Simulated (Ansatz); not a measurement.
```yaml
atoms:
  - { symbol: Ti, position_ang: [0.0000, 0.0000, -0.3888] }
  - { symbol: O, position_ang: [0.0000, 1.3256, 0.5346] }
  - { symbol: O, position_ang: [0.0000, -1.3256, 0.5346] }
```

Basis set: def2-TZVP (spherical functions). Frozen core: 7 orbitals. Charge 0, multiplicity 1.

Computed with Ansatz (development build ahead of 0.2.0); each method stands on the lowest determinant of its kind that the runs found. Restricted open shells among the atoms or ions are ROHF, correlated in semicanonical orbitals with singles.

(1) Give the atomization energy at this shape (free ground-state atoms in the same class of orbitals less the molecule, no zero-point energy) of singlet TiO₂ by RHF-MP2, RHF.

## Answers

(1)

```csv
method,atomization energy
RHF-MP2,1409.6 kJ/mol
RHF,412.8 kJ/mol
```

Caution: no unrestricted run beside it, a lower state can exist; other spin multiplicities were not run.
